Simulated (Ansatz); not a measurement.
`NC([TeH])[SiH2]F` → `[SiH2]` + `NC(F)[TeH]`  (silylene formation by 1,1-elimination)

Isolated molecules relaxed with PBE0-D4/def2-TZVP in Ansatz; ΔE leaves out vibrations. CCSD(T)/CBS is the MP2 limit (def2-TZVPP, def2-QZVPP) plus CCSD(T) − MP2 in def2-TZVPP, frozen cores. This one scheme is used for every species. Functionals use def2-TZVPP. B3LYP here is the variant with VWN-RPA as its local correlation; programs differ in this. Elements past krypton have def2 core potentials. For Te outer-core shells are correlated without core-valence functions, which leaves a few kJ/mol of doubt a bond. Each species was taken in one conformer, which may not be the lowest.

CCSD(T)/CBS gives +106.9 kcal/mol.

**Question.** Another level gave +107.2 kcal/mol. Which?
A. SCS-MP2/def2-TZVPP
B. MP2/def2-TZVPP
C. B3LYP/def2-TZVPP
D. ωB97X-V/def2-TZVPP

**Answer.** A. SCS-MP2/def2-TZVPP 107.2, MP2/def2-TZVPP 111.7, B3LYP 98.6, ωB97X-V 104.6 kcal/mol.

Largest T1 diagnostic among the species: 0.014.

The D4 term adds +4.3 kcal/mol with B3LYP and +2.3 kcal/mol with PBE0; it sums over pairs of atoms, weighted by their polarisabilities, and B3LYP, whose exchange is more repulsive, gets the larger term. From PBE to PBE0 (25 % exact exchange), in def2-TZVPP and without D4, ΔE moves by +3.1 kcal/mol.
